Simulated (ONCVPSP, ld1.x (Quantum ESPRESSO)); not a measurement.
Potentials for tantalum compared

Generated with ld1.x 7.5 (TM, RRKJ, ultrasoft, PAW), atompaw 4.2 or ONCVPSP 4.0.1. The cutoff is in Ry: for ld1.x and atompaw files where the sum of valence levels is converged to 10 mRy in a Bessel basis, for ONCV files where the hardest occupied wave has 1 mHa per electron of residual kinetic energy. The error is the largest all-electron minus pseudo excitation energy over each file’s own four to seven test configurations (ionisations up to +4, promotions, holes and added fractions of an electron), all of which were solved. The labels leave out finer settings (local radius, basis sizes, second energies), which also bear on the numbers. Spin-polarised tests are not counted. The rows are a selection from randomly drawn settings: files with unsolved tests, undetermined cutoffs or missed reference levels are left out.

A true bound ghost makes a file unfit for plane-wave use even where its test errors are small: the radial tests pick states by their node count and pass the ghost by.

```tsv
potential	cutoff (Ry)	largest error (meV)	bound ghosts
ONCV, PBE, scalar-relativistic, rc 2.00/1.50/2.00 (spd), local smoothed, core correction yes, reference 5s2 5p6 5d4 6s1, qcut 7.3/5/4.4, projectors 2/2/3	102	+3.2	none
ONCV, PBE, scalar-relativistic, rc 1.75/1.55/2.85 (spd), local smoothed, core correction no, reference 5s2 5p6 5d3.5 6s1.5, qcut 7.5/7.4/5.7, projectors 2/2/2	52	-151	none
ONCV, PBE, fully relativistic, rc 1.70/2.15/1.90 (spd), local smoothed, core correction yes, reference 5s2 5p6 5d3, qcut 6.4/5.8/4.8, projectors 1/1/1	36	-1137	none
ONCV, PBEsol, scalar-relativistic, rc 2.05/1.45/1.70/2.00 (spdf), local smoothed, core correction yes, reference 5s2 5p6 5d3 6s1.5, qcut 6.1/5.6/4.8/5.3, projectors 2/3/2/3	109	-151	f
TM, PBE, scalar-relativistic, rc 1.80/1.40/1.95 (spd), local s, core correction yes, reference 5s2 5p6 5d2 6s0 6p0	90	+3375	none
```

Task: Fill in the row for Ta: ONCV, PBE, scalar-relativistic, rc 1.90/1.80/2.70/0.65 (spdf), local smoothed, core correction yes, reference 4f13.5 5s2 5p6 5d3.5 6s2, qcut 6.5/7.1/5.1/27.7, projectors 2/2/2/2.

Result: cutoff 622 Ry, largest error -203 meV, bound ghosts: s, p, d.

Task: Fill in the row for Ta: TM, PBEsol, scalar-relativistic, rc 2.10/3.50/2.10 (spd), local s, core correction yes, reference 5d3 6s1 6p1.

Result: cutoff 30 Ry, largest error -814 meV, bound ghosts: none.
